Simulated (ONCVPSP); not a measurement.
# Which change was made? (Tc, ONCV)

ONCVPSP 4.0.1 input, shortened (lines: element, Z, core and valence counts, functional; n l f; lmax; l rc ep ncon nbas qcut; lloc lpopt rc5 dvloc0; l nproj debl; icmod fcfact rcfact), PBE, fully relativistic:

```
  Tc 43.00    6    4        4      upf
    1    0    2.00
    2    0    2.00
    2    1    6.00
    3    0    2.00
    3    1    6.00
    3    2   10.00
    4    0    2.00
    4    1    6.00
    4    2    5.00
    5    0    2.00
    2
    0    2.05    0.00    4    8    6.40
    1    1.30    0.00    3    7    7.50
    2    2.15    0.00    3    8    8.30
    4    3    0.85    6.00
    0    3    2.60
    1    1    3.60
    2    2    0.90
    0    0.00    0.00
```

Open shells are filled in proportion to 2j + 1.

Cutoffs, loose and tight: the cutoffs (Ha) at which the residual kinetic energy of the hardest occupied pseudo-wave falls to 1 and 0.1 mHa per electron. They do not see the model core or the augmentation charge, which bear on the density cutoff. Test errors are all-electron minus pseudo excitation energies from the reference, over the configurations 4s2 4p6 4d5 5s1; 4s2 4p6 4d5 5s0; 4s2 4p6 4d4 5s0; 4s2 4p6 4d3 5s0; variants that change the core or the reference have their own tests.

The base gives: outcome: generated; cutoff, loose: 24 Ha; cutoff, tight: 56 Ha; bound ghosts: none; GHOST(+) flags above zero: s; largest test error (meV): +40.

(1) After one change the result is: outcome: generated; cutoff, loose: 24 Ha; cutoff, tight: 56 Ha; bound ghosts: none; GHOST(+) flags above zero: s; largest test error (meV): +130. Which change was it?
A. s: qcut 9.3; p: qcut 10.9; d: qcut 12
B. d: qcut 10.6
C. d: rc 2.7

## Answers

(1) C. The others give: d: qcut 10.6 → outcome: generated; cutoff, loose: 24 Ha; cutoff, tight: 56 Ha; bound ghosts: none; GHOST(+) flags above zero: s; largest test error (meV): +30 | s: qcut 9.3; p: qcut 10.9; d: qcut 12 → outcome: failed: ERROR pspot: first pseudo wave function has node, program will stop.
